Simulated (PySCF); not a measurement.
SCF from a fresh guess for singlet [BiO2]+, at the PBE0 minimum. PySCF input:

```python
from pyscf import gto, scf, dft
mol = gto.M(atom='''
Bi     0.000000     0.000000     0.000000
O      0.000000     0.000000     1.841958
O     -0.000000     0.000000    -1.841958''',
    basis={'Bi': 'def2-TZVP', 'O': 'def2-TZVP'},
    ecp={'Bi': 'def2-TZVP'},
    charge=1, spin=0)
mf = dft.RKS(mol, xc='PBE0')
mf.grids.atom_grid = (50, 194)
aux = {'Bi': 'def2-universal-JKFIT', 'O': 'def2-universal-JKFIT'}
mf = mf.density_fit(auxbasis=aux)
mf.conv_tol = 1e-08
mf.diis_space = 10
mf.max_cycle = 60
mf.init_guess = 'minao'
mf.verbose = 4
mf.kernel()
```

Excerpt of the output (cycles and frontier levels):

```
init E= -330.409581231115
  HOMO = -0.802990466397911  LUMO = -0.729481704112441  gap/eV = 2.00028
cycle= 1 E= -363.805129749124  delta_E= -33.4  |g|= 2.03  |ddm|= 11.7
  HOMO = -0.631804354102869  LUMO = -0.328317739406636  gap/eV = 8.25829
cycle= 2 E= -363.340313392762  delta_E= 0.465  |g|= 2.59  |ddm|= 5.59
  HOMO = -0.494879097008514  LUMO = -0.326021406037078  gap/eV = 4.59485
cycle= 3 E= -364.346343911072  delta_E= -1.01  |g|= 0.886  |ddm|= 2.82
  HOMO = -0.607756153937584  LUMO = -0.423166819419578  gap/eV = 5.02293
cycle= 4 E= -364.491823746123  delta_E= -0.145  |g|= 0.247  |ddm|= 0.691
  HOMO = -0.587387017160917  LUMO = -0.404603381839777  gap/eV = 4.97380
cycle= 5 E= -364.504772769236  delta_E= -0.0129  |g|= 0.00629  |ddm|= 0.198
  HOMO = -0.587366797314449  LUMO = -0.403794293528225  gap/eV = 4.99526
cycle= 6 E= -364.504783051775  delta_E= -1.03e-05  |g|= 0.00186  |ddm|= 0.00933
  HOMO = -0.587277728314061  LUMO = -0.403727152743038  gap/eV = 4.99467
cycle= 7 E= -364.504783851694  delta_E= -8e-07  |g|= 0.000141  |ddm|= 0.00247
  HOMO = -0.58726631946781  LUMO = -0.403710605975409  gap/eV = 4.99481
cycle= 8 E= -364.504783855746  delta_E= -4.05e-09  |g|= 3.73e-05  |ddm|= 0.000131
  HOMO = -0.587259149083481  LUMO = -0.403704709108425  gap/eV = 4.99477
Extra cycle  E= -364.504783854931  delta_E= 8.15e-10  |g|= 7.73e-05  |ddm|= 0.000123
converged SCF energy = -364.504783854931
```

No lower solution of this spin was found by a stability analysis within the restricted form, which does not test spin polarisation.

With an element this heavy the missing spin–orbit coupling can shift these numbers.

The search for the lowest solution, with the stability check, took 5.4 s on 2 threads of a shared AMD EPYC 7R43 64-Core (Zen 3) host, with 112 basis functions; the process peaked at 0.35 GiB. Launch command: `OMP_NUM_THREADS=2 python axn.py task.json out`.
